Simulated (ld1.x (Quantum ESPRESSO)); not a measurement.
**Scattering properties, RRKJ potential for Mg**

| Property | Result |
| --- | --- |
| Element | magnesium (Mg) |
| Generator | ld1.x (Quantum ESPRESSO) 7.5 |
| Type | norm-conserving RRKJ (Kleinman–Bylander form) |
| Functional | PBEsol |
| Relativity | non-relativistic |
| Frozen core | [He] |
| Valence charge | 10 |
| Reference configuration | 2s2 2p6 3s0 3p0 (charge +2) |
| Partial waves | 2p (bound): rc 0.85 bohr; 3d channel at 0.15 Ry: rc 0.70 bohr; 2s (bound): rc 0.85 bohr |
| Local potential | the s channel |
| Core correction | a·sin(br)/r model core inside 0.75 bohr |

The phase is arctan(r·u′/u) with u = r·R(r), unwrapped; energies in Ry, scanned from -9 to 5 Ry. A pole is an energy at which the radial function vanishes at the test radius. The pseudo phase is shifted by a multiple of π to meet the all-electron one at the reference energy, and phase errors are pseudo minus all-electron; the curves can meet again beyond the range given. Levels narrower than the energy grid can be missing from the lists of poles.

| channel | radius (bohr) | reference energy (Ry) | poles, all-electron | poles, pseudo | unbroken range about the reference energy with phases within 0.05 rad | phase error 1 Ry above the reference energy (rad) |
| --- | --- | --- | --- | --- | --- | --- |
| s | 0.95 | -7.30 | -2.71 | -2.83 | the whole range | -0.001 |
| p | 0.95 | -4.89 | -1.36 | -1.37 | the whole range | -0.000 |
| d | 0.95 | 0.15 | none | none | the whole range | -0.000 |

Phases in the p channel:

```
E (Ry)  all-electron  pseudo
 -9.00         0.938   0.937
 -8.76         0.907   0.905
 -8.52         0.871   0.869
 -8.28         0.829   0.827
 -8.04         0.781   0.779
 -7.80         0.725   0.723
 -7.56         0.658   0.657
 -7.32         0.580   0.578
 -7.08         0.486   0.484
 -6.84         0.374   0.373
 -6.60         0.243   0.242
 -6.36         0.092   0.091
 -6.12        -0.077  -0.078
 -5.88        -0.255  -0.256
 -5.64        -0.433  -0.433
 -5.40        -0.600  -0.600
 -5.16        -0.749  -0.749
 -4.92        -0.878  -0.878
 -4.68        -0.988  -0.988
 -4.44        -1.080  -1.080
 -4.20        -1.158  -1.158
 -3.96        -1.223  -1.223
 -3.72        -1.279  -1.279
 -3.48        -1.327  -1.327
 -3.24        -1.369  -1.369
 -3.00        -1.405  -1.406
 -2.76        -1.438  -1.438
 -2.52        -1.466  -1.467
 -2.28        -1.492  -1.492
 -2.04        -1.515  -1.516
 -1.80        -1.536  -1.537
 -1.56        -1.556  -1.556
 -1.32        -1.574  -1.574
 -1.08        -1.590  -1.591
 -0.84        -1.606  -1.606
 -0.60        -1.620  -1.621
 -0.36        -1.634  -1.635
 -0.12        -1.647  -1.647
  0.12        -1.659  -1.660
  0.36        -1.671  -1.672
  0.60        -1.683  -1.683
  0.84        -1.694  -1.694
  1.08        -1.704  -1.705
  1.32        -1.715  -1.715
  1.56        -1.725  -1.725
  1.80        -1.735  -1.735
  2.04        -1.744  -1.745
  2.28        -1.754  -1.754
  2.52        -1.764  -1.764
  2.76        -1.773  -1.773
  3.00        -1.783  -1.782
  3.24        -1.792  -1.792
  3.48        -1.802  -1.801
  3.72        -1.811  -1.811
  3.96        -1.821  -1.820
  4.20        -1.831  -1.830
  4.44        -1.841  -1.839
  4.68        -1.851  -1.849
  4.92        -1.861  -1.859
```
